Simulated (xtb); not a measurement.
C5H5F, SMILES C#CCC(=C)F. All values are semi-empirical tight-binding results from xtb (GFN2-xTB unless named), good for trends rather than for accurate numbers. The structure is a stationary point at GFN2-xTB. This is a generated structure with no PubChem entry under its InChIKey; it may be hypothetical. Other conformers were not sampled.

```json
{
  "orbital_gap": "5.21 eV",
  "dipole_moment": "2.06 D",
  "zero_point_energy": "49.9 kcal/mol",
  "G − E(el) at 298.15 K (modified RRHO)": "30.8 kcal/mol",
  "static polarisability (D4 model)": "57.6 bohr³",
  "solvation energy, GFN2-xTB/ALPB(water)": "-2.9 kcal/mol",
  "solvation energy, GFN2-xTB/ALPB(octanol)": "-5.6 kcal/mol"
}
```

Task: Give the IR lines (harmonic; lines under 4 % of the strongest left out, lines within 3 cm⁻¹ merged). (Estimate from the structure and the level; the computed values follow.)

Result: ν (cm⁻¹): 439 (w), 585 (w), 643 (m), 669 (m), 721 (w), 860 (m), 876 (m), 928 (m), 939 (w), 1005 (w), 1127 (m), 1226 (vs), 1274 (m), 1417 (w), 1731 (vs), 2297 (w), 2957 (w), 2982 (m), 3171 (m), 3401 (w) (against the strongest line: vs over 80 %, s over 45 %, m over 15 %, w over 4 %, vw less)
